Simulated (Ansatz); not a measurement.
`C#[C][Al]([NH2])[F]` + `O[SiH3]` → `[NH2][Al]([F])[O][SiH3]` + `C#C`  (ligand exchange at the Al–C bond)

Computed with Ansatz on PBE0-D4/def2-TZVP structures; ΔE is electronic, products minus reactants. CCSD(T)/CBS is the MP2 limit (def2-TZVPP, def2-QZVPP) plus CCSD(T) − MP2 in def2-TZVPP, frozen cores. This one scheme is used for every species. DFT in def2-TZVPP. B3LYP here is the variant with VWN-RPA as its local correlation; programs differ in this. HSE06 is defined as in plane-wave codes. One conformer a species, not always the lowest.

```
             level  ΔE (kJ/mol)  difference from CCSD(T)/CBS
       LDA (SPW92)        -87.0                          7.8
            PBE-D4        -82.8                         12.0
         revPBE-D4        -81.4                         13.4
           BLYP-D4        -92.3                          2.5
         r2SCAN-D4        -91.9                          2.9
          B3LYP-D4        -96.3                         -1.5
        r2SCANh-D4        -93.2                          1.6
        r2SCAN0-D4        -95.0                         -0.2
          HSE06-D4        -87.6                          7.2
          BHLYP-D4       -102.8                         -8.0
      CAM-B3LYP-D4       -100.5                         -5.7
           ωB97X-V        -93.8                          1.0
           ωB97M-V        -93.2                          1.6
               PBE        -81.4                         13.4
            revPBE        -79.0                         15.8
              BLYP        -89.8                          5.0
            r2SCAN        -91.5                          3.3
              PBE0        -86.8                          8.0
             B3LYP        -94.2                          0.6
           r2SCANh        -92.7                          2.1
           r2SCAN0        -94.4                          0.4
             HSE06        -86.3                          8.5
         CAM-B3LYP        -99.1                         -4.3
           LC-ωPBE        -94.9                         -0.1
RPA@PBE/def2-TZVPP        -90.4                          4.4
       HF/def2-SVP       -108.2                        -13.4
      MP2/def2-SVP       -101.1                         -6.3
     CCSD/def2-SVP       -103.1                         -8.3
  CCSD(T)/def2-SVP       -100.2                         -5.4
     HF/def2-TZVPP       -104.8                        -10.0
    MP2/def2-TZVPP        -94.6                          0.2
SCS-MP2/def2-TZVPP        -96.5                         -1.7
   CCSD/def2-TZVPP        -97.3                         -2.5
CCSD(T)/def2-TZVPP        -94.2                          0.6
     HF/def2-QZVPP       -106.9                        -12.1
    MP2/def2-QZVPP        -95.7                         -0.9
SCS-MP2/def2-QZVPP        -97.5                         -2.7
      HF/CBS(def2)       -107.2                        -12.4
     MP2/CBS(def2)        -95.1                         -0.3
    CCSD/CBS(def2)        -97.8                         -3.0
       CCSD(T)/CBS        -94.8                            0
```

Largest T1 diagnostic among the species: 0.013.

From BLYP to BHLYP (50 % exact exchange), in def2-TZVPP and without D4, ΔE moves by −10.7 kJ/mol. In def2-TZVPP, CCSD(T) changes the Hartree–Fock value by +10.6 kJ/mol (the triples alone add +3.0 kJ/mol) and MP2 by +10.2 kJ/mol. Leaving LDA and LC-ωPBE aside and taking each functional with its dispersion term where it has one, the values spread over 21.4 kJ/mol, from BHLYP-D4 to revPBE-D4. LDA lies −5.6 kJ/mol from PBE without D4.
